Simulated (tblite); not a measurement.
Species: C5H7OP2 (charge -1).
Z-matrix (Å and degrees, GFN2-xTB geometry), rows numbered from 1:
```
C 
O   1  1.3909
C   2  1.3914  1  114.27
P   3  1.7591  2  123.96  1    -0.09
C   4  1.7268  3   92.93  2  -179.93
P   5  1.7224  4  119.01  3    -0.03
C   3  1.3778  2  118.01  1   179.97
C   7  1.5027  3  121.23  2     0.02
H   1  1.0932  2  107.15  3  -179.92
H   1  1.0990  2  111.25  3   -59.84
H   1  1.0990  2  111.21  3    59.92
H   5  1.0824  4  119.92  3  -179.94
H   8  1.0893  7  110.15  3  -179.05
H   8  1.0924  7  110.52  3   -58.48
H   8  1.0925  7  110.58  3    60.46
```

Method: GFN2-xTB as coded in tblite; computed harmonic values from a numerical Hessian at the method's own geometry, unscaled. This tight-binding method is rough: wavenumbers can miss measured ones by several per cent, in bad cases by 10 to 20. One conformer, not necessarily the lowest.

Harmonic wavenumbers (cm⁻¹): 77.2, 101.4, 145.0, 188.7, 196.6, 264.7, 267.0, 331.3, 401.2, 458.4, 481.8, 491.2, 596.7, 669.3, 829.1, 844.5, 947.0, 1026.2, 1026.8, 1050.3, 1133.8, 1137.5, 1172.2, 1178.8, 1230.2, 1384.8, 1402.2, 1450.0, 1457.9, 1484.4, 1495.0, 1500.3, 2859.4, 2893.9, 2944.4, 2959.7, 2965.8, 3002.8, 3015.2.

A = 2184, B = 1383, C = 855.8 MHz; mass 144.997 u (most abundant isotopes); point group Cs, symmetry number 1.

Task: Zero-point energy?

Result: Half the sum of the wavenumbers: 23531 cm⁻¹ = 67.28 kcal/mol.

Task: Entropy at 298.15 K, 1 bar (ideal gas, RRHO, classical rotation)?

Result: Translation 40.85, rotation 29.21, vibration 24.00: S = 94.1 cal/(mol K).

Task: And Cp and H(298.15 K) − H(0)?

Result: Cp = 34.25 cal/(mol K), of which vibrations give 26.30 (their classical limit is 39 R = 77.5); H(298.15 K) − H(0) = 6.36 kcal/mol without the zero-point energy, 3.99 from vibrations.

Task: What must be added to the electronic energy to get the Gibbs energy at 298.15 K and 1 bar?

Result: ZPE + [H(298.15 K) − H(0)] − T·S = 67.28 + 6.36 − 28.04 = 45.60 kcal/mol.

Task: Which modes carry the vibrational entropy at 298.15 K?

Result: 77.2 cm⁻¹: 3.96; 101.4 cm⁻¹: 3.43; 145.0 cm⁻¹: 2.74; 188.7 cm⁻¹: 2.24; 196.6 cm⁻¹: 2.16; 264.7 cm⁻¹: 1.63 cal/(mol K); the other 33 give 7.84 together.

Hindered rotation and anharmonicity are outside this model. Other conformers, if any are populated, would add a mixing term that is left out.
